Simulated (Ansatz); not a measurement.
Input file for Ansatz (a program for electronic structure): U-PBE/def2-TZVPP on O2 (SMILES O=O).

Ansatz 0.2 input:
```yaml
crystal:
  periodic: [false, false, false]
  atoms:
    - {symbol: O, position_ang: [0.00000000, -0.00000000, 0.60215214]}
    - {symbol: O, position_ang: [-0.00000000, 0.00000000, -0.60215214]}
basis:
  gaussian:
    orbitals: def2-TZVPP
hamiltonian:
  xc: {name: PBE}
magnetization: {spin_polarized: true, initial_magnetization: 2}
```

Output:

```
WARN ansatz: RAYON_NUM_THREADS=4 ignored (pool sized by the plan → 4); use --threads N
Functional definition: PBE
integrals: 0.01 GiB planned
302 factors; their error is unknown
mean field: 0.13 GiB planned
mean field evaluation 1: about -4087.7998 eV, gradient 1.5e1 eV
mean field evaluation 2: about -4087.8922 eV, gradient 1.4e1 eV
mean field evaluation 4: about -4088.4753 eV, gradient 3.0e-1 eV
mean field evaluation 8: about -4088.4730 eV, gradient 6.0e-3 eV
mean field -4088.47296805 eV, -150.2486103094 hartree, gradient 2.5e-5 eV, S^2 2.004275; 0 other end points of the search recorded, 0 dependent functions left out
reference -4088.47298334 eV, -150.2486108712 hartree; 9, 7 occupied and 53, 55 virtual orbitals, 302 factors
Total energy: -4088.47298334 eV, -150.2486108712 hartree
```

The run converged.

Cost: around 0.28 core-seconds (rough).
